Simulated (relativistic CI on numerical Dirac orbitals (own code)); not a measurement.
# Tm2+: 5p photoemission

Computed with this model: Dirac-Coulomb-Breit CI, orbitals from a KLI potential per configuration, a model potential for QED, multiplet model of photoemission in the sudden approximation, unscaled Slater integrals; configurations [Xe] 4f13 → [Kr] 4d10 4f13 5s2 5p5; 300 K; Lorentzian 0.42 eV and Gaussian 0.5 eV FWHM. Energies are those of the free ion, without screening or charge transfer. The energies are binding energies and can lie tens of eV above those of solids. S is read from ⟨S²⟩ = S(S + 1).

Computed curve for free ion, scaled to 100 at the maximum (points under 2 are left out and the grid is thinned):

```csv
Energy (eV),Intensity
41.9,2.0
42.1,2.5
42.4,3.5
42.6,4.6
42.8,6.3
43.1,12.2
43.3,22.0
43.5,42.5
43.8,86.7
44.0,100.0
44.2,90.1
44.5,51.4
44.7,30.3
44.9,19.6
45.2,16.1
45.4,19.6
45.6,24.8
45.9,24.0
46.1,17.3
46.3,11.0
46.6,5.3
46.8,3.6
47.0,2.7
47.3,2.1
48.8,2.2
49.0,2.6
49.3,3.7
49.5,5.3
49.7,8.7
50.0,21.8
50.2,37.3
50.4,51.4
50.7,57.0
50.9,46.4
51.1,29.0
51.4,11.1
51.6,6.4
51.8,4.3
52.1,2.9
52.3,2.2
```

The ground state has S = 0.50, and the centroid lies at 46.42 eV.
